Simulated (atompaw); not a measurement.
# Building the PAW (atompaw) potential for barium (Ba) (LDA (PW92), scalar-relativistic).

```json
{"Element": "barium", "Generator": "atompaw 4.2.0.5", "Type": "PAW", "Functional": "LDA (PW92)", "Relativity": "scalar-relativistic", "Frozen core": "[Kr] 4d10", "Valence charge": "10", "Reference configuration": "5s2 5p6 5d0 6s1 6p0 (charge +1)", "Partial waves": "5s (bound): rc 2.55 bohr; 6s (bound): rc 3.00 bohr; 5p (bound): rc 2.05 bohr; 6p (bound, empty): rc 3.00 bohr; 5d (bound, empty): rc 3.00 bohr; 5d channel at 4.3 Ry: rc 3.00 bohr", "Local potential": "bessel scheme, radius 2.70 bohr", "Core correction": "smooth core density matched at 1.50 bohr", "Augmentation charge": "besselshape compensation charge, radius 2.72 bohr; PAW radius 3.00 bohr; waves and projectors: custom rrkj vanderbiltortho"}
```

Poles of the logarithmic derivatives, all-electron (AE) and pseudo (PS). s: poles at -2.8, 2.8 (AE) and -2.8, 2.1 (PS) Ry. p: poles at -1.5, 4.0 (AE) and -1.5, 4.6 (PS) Ry. d: poles at 0.5 (AE) and 0.5 (PS) Ry. Test radius 3.01 bohr.

* Cutoffs needed: 15 Ry and 21 Ry (the cutoffs (Ry, on a coarse ladder) from which the occupation-weighted sum of valence levels, in a spherical-Bessel basis at the reference potential, stays within 10 and 1 mRy of its value at 400 Ry)
* Ghost test: no extra level below or beside the all-electron valence levels (s, p, d, f tested) (spherical-Bessel basis up to 400 Ry, 20 bohr box)
* Lowest eigenvalue of the overlap operator: 0.05 (p channel)
* Overlap eigenvalues printed by atompaw (projector basis): 0.0598, 0.0744, 0.806, 6.55, 9.26, 20.8
* Share of each valence orbital outside the PAW sphere: 5s 2 %, 6s 84 %, 5p 7 %, 6p 93 %, 5d 46 %
